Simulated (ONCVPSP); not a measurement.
**What the settings do to the ONCV potential of Si (Z = 14)**

Base potential:

```json
{
 "Element": "silicon (Si)",
 "Generator": "ONCVPSP 4.0.1",
 "Type": "optimised norm-conserving Vanderbilt (ONCV)",
 "Functional": "PBE",
 "Relativity": "non-relativistic",
 "Frozen core": "[Ne]",
 "Valence charge": "4",
 "Reference configuration": "3s2 3p2",
 "Partial waves": "3s: rc 1.80 bohr, ncon 4, nbas 8, qcut 3.6 1/bohr, local; 3p: rc 1.80 bohr, ncon 4, nbas 7, qcut 4.1 1/bohr, 3 projectors, debl 2.8 Ha; d scattering state at 0.08 Ha: rc 2.10 bohr, ncon 4, nbas 7, qcut 4.6 1/bohr, 3 projectors, debl 3 Ha",
 "Local potential": "the s channel",
 "Core correction": "Teter function fitted to the true core (icmod 2), fcfact 0.3"
}
```

Cutoffs, loose and tight: the cutoffs (Ha) at which the residual kinetic energy of the hardest occupied pseudo-wave falls to 1 and 0.1 mHa per electron. They do not see the model core or the augmentation charge, which bear on the density cutoff. Test errors are all-electron minus pseudo excitation energies from the reference, over the configurations 3s2 3p1; 3s2 3p0; 3s1 3p0; 3s1 3p3. A dash means not determined; rows that change the core or the reference have their own tests.

For the base: The cutoffs count occupied waves only; projector 3 of the p channel, the hardest unoccupied one, needs 74 Ha at the loose tolerance.

A true bound ghost makes a file unfit for plane-wave use even where its test errors are small: the radial tests pick states by their node count and pass the ghost by.

| change | outcome | cutoff, loose | cutoff, tight | bound ghosts | GHOST(+) flags above zero | largest test error (meV) |
| --- | --- | --- | --- | --- | --- | --- |
| base | generated | 7.7 Ha | 43 Ha | p | p | +123 |
| d: rc 2.46 | generated | 7.7 Ha | 43 Ha | p | p | +123 |
| core correction Teter function fitted to the true core (icmod 2), fcfact 0.42 | generated | 7.7 Ha | 43 Ha | p | p | +118 |
| scalar-relativistic | generated | 7.7 Ha | 43 Ha | p | p | +120 |
| s: qcut 2.7 | generated | 37 Ha | 52 Ha | p | p | +130 |
| p: nbas 8 | generated | 7.7 Ha | 43 Ha | none | p | +122 |

What comes out with this change to the base: core correction polynomial model core, fcfact 0.15?

outcome: generated; cutoff, loose: 7.7 Ha; cutoff, tight: 43 Ha; bound ghosts: p; GHOST(+) flags above zero: p; largest test error (meV): +101.

What comes out with this change to the base: all radii but the core radius scaled by about 0.89 (s 1.60, p 1.60, d 1.86 bohr)?

outcome: generated; cutoff, loose: 7.9 Ha; cutoff, tight: 35 Ha; bound ghosts: p; GHOST(+) flags above zero: p; largest test error (meV): +117.

What comes out with this change to the base: functional BLYP?

outcome: generated; cutoff, loose: 7.8 Ha; cutoff, tight: 44 Ha; bound ghosts: p; GHOST(+) flags above zero: p; largest test error (meV): +114.
